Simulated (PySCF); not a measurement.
Potential energy surface of H3Ge (anion, charge -1), singlet: umbrella (inversion) coordinate, bond length relaxed. Scanned: angle between the Ge-H bonds and the threefold axis (90 = planar). Other coordinates (Ge-H bond length) were minimised at B3LYP/def2-TZVP.

The free coordinates were minimised at B3LYP/def2-TZVP in PySCF; the energy column is CCSD(T) on RHF/aug-cc-pVDZ, 9 core orbitals frozen in PySCF 2.14.0, in eV.

| a / ° | Ge-H bond length / Å | E |
|---|---|---|
| 90 | 1.526 | 1.198 |
| 93 | 1.529 | 1.172 |
| 96 | 1.536 | 1.095 |
| 99 | 1.547 | 0.974 |
| 102 | 1.561 | 0.823 |
| 105 | 1.576 | 0.653 |
| 108 | 1.589 | 0.481 |
| 111 | 1.600 | 0.319 |
| 114 | 1.608 | 0.181 |
| 117 | 1.614 | 0.077 |
| 120 | 1.619 | 0.015 |
| 123 | 1.624 | 0.000 |
| 126 | 1.628 | 0.036 |
| 129 | 1.633 | 0.124 |
| 132 | 1.637 | 0.268 |
